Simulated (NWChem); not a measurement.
Species: CHAuOS; SMILES [SH][Au]<-[C-]#[O+]

```xyz
5

Au    -0.1137    -0.0266     0.0010
S     -0.0783     2.2661     0.0001
H     -1.4372     2.4001    -0.0204
O     -0.1102    -3.1016     0.0014
C     -0.0967    -1.9513     0.0012
```
Atoms are numbered in this order, from 1.

Level: PBE-D3(BJ)/def2-SVP with def2 effective core potentials on Au (NWChem), optimised geometry, unscaled harmonic frequencies. def2 effective core potentials on Au; no spin-orbit coupling.

```csv
frequency (cm⁻¹),IR intensity (km/mol)
70,0.5
71,0.2
363,12.4
385,3.8
413,8.2
433,2.5
663,3.6
2116,700.5
2599,1.0
```

```
Quantity                                                                           Result
-----------------------------------------------------------------------  ----------------
zero-point energy                                                           10.2 kcal/mol
thermal correction to the enthalpy at 298.15 K (with zero-point energy)     14.4 kcal/mol
heat capacity Cv                                                         16.7 cal/(mol K)
entropy at 298.15 K and 1 atm (symmetry number 1)                        79.0 cal/(mol K)
```

Rigid rotor and harmonic oscillator; modes under 100 cm⁻¹ make the entropy uncertain.
